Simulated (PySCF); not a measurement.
H2S2, charge +1, doublet, at a GFN2-xTB geometry (a state made from the parent by changing its charge; the spin is typed, not shown lowest); SCAN/6-31G in PySCF.

Here is a job for PySCF.
```python
from pyscf import gto, scf, dft

mol = gto.M(
    atom='''
S    -0.80955851   -0.03765018    0.59460666
S     0.80955851    0.03765018   -0.59460666
H    -1.71863123   -0.08126760   -0.40514565
H     1.71863123    0.08126760    0.40514566
''',
    basis='6-31g',
    charge=1,
    spin=1,
    verbose=4,
)

mf = dft.UKS(mol)
mf.xc = 'scan'
mf.small_rho_cutoff = 0
mf.kernel()
```

### Question
What does PySCF print? Leave out banner, timings and long lists.

### Answer

```
PySCF version 2.14.0

[INPUT] verbose = 4
[INPUT] num. atoms = 4
[INPUT] num. electrons = 33
[INPUT] charge = 1
[INPUT] spin (= nelec alpha-beta = 2S) = 1
[INPUT] symmetry False subgroup None
[INPUT] Mole.unit = angstrom
[INPUT] Symbol           X                Y                Z      unit          X                Y                Z       unit  Magmom
[INPUT]  1 S     -0.809558510000  -0.037650180000   0.594606660000 AA   -1.529843865711  -0.071148528741   1.123643739242 Bohr   0.0
[INPUT]  2 S      0.809558510000   0.037650180000  -0.594606660000 AA    1.529843865711   0.071148528741  -1.123643739242 Bohr   0.0
[INPUT]  3 H     -1.718631230000  -0.081267600000  -0.405145650000 AA   -3.247742333824  -0.153573506801  -0.765614319059 Bohr   0.0
[INPUT]  4 H      1.718631230000   0.081267600000   0.405145660000 AA    3.247742333824   0.153573506801   0.765614337956 Bohr   0.0

nuclear repulsion = 86.7332908192168
number of shells = 18
number of NR pGTOs = 100
number of NR cGTOs = 30
basis = 6-31g
ecp = {}

******** <class 'pyscf.dft.uks.UKS'> ********
method = UKS
initial guess = minao
damping factor = 0
level_shift factor = 0
DIIS = <class 'pyscf.scf.diis.CDIIS'>
diis_start_cycle = 1
diis_space = 8
diis_damp = 0
SCF conv_tol = 1e-09
SCF conv_tol_grad = None
SCF max_cycles = 50
direct_scf = True
direct_scf_tol = 1e-13
number electrons alpha = 17  beta = 16
XC library pyscf.dft.libxc version 7.1.2
    S. Lehtola, C. Steigemann, M. J. T. Oliveira, and M. A. L. Marques,  SoftwareX 7, 1–5 (2018)
XC functionals = scan
    J. Sun, A. Ruzsinszky, and J. P. Perdew,  Phys. Rev. Lett. 115, 036402 (2015)
    J. Sun, A. Ruzsinszky, and J. P. Perdew,  Phys. Rev. Lett. 115, 036402 (2015)
radial grids:
    Treutler-Ahlrichs [JCP 102, 346 (1995); DOI:10.1063/1.469408] (M4) radial grids

becke partition: Becke, JCP 88, 2547 (1988); DOI:10.1063/1.454033
pruning grids: <function nwchem_prune>
grids dens level: 3
symmetrized grids: False
atomic radii adjust function: <function treutler_atomic_radii_adjust>
small_rho_cutoff = 0
Set gradient conv threshold to 3.16228e-05
tot grids = 57376
init E= -797.739250660408

cycle= 1 E= -797.173073176846  delta_E= 0.566  |g|= 0.142  |ddm|= 1.53
cycle= 2 E= -797.187980160533  delta_E= -0.0149  |g|= 0.0709  |ddm|= 0.45
cycle= 3 E= -797.191539001288  delta_E= -0.00356  |g|= 0.016  |ddm|= 0.162
cycle= 4 E= -797.191754604564  delta_E= -0.000216  |g|= 0.00189  |ddm|= 0.0327
cycle= 5 E= -797.191758892479  delta_E= -4.29e-06  |g|= 0.000394  |ddm|= 0.00474
cycle= 6 E= -797.191759205491  delta_E= -3.13e-07  |g|= 6.7e-05  |ddm|= 0.00164
cycle= 7 E= -797.191759213165  delta_E= -7.67e-09  |g|= 1.47e-05  |ddm|= 0.000244
cycle= 8 E= -797.191759213543  delta_E= -3.79e-10  |g|= 1.54e-06  |ddm|= 5.87e-05
Extra cycle  E= -797.191759213548  delta_E= -4.09e-12  |g|= 1.24e-06  |ddm|= 5.64e-06
converged SCF energy = -797.191759213548  <S^2> = 0.75147044  2S+1 = 2.0014699
```
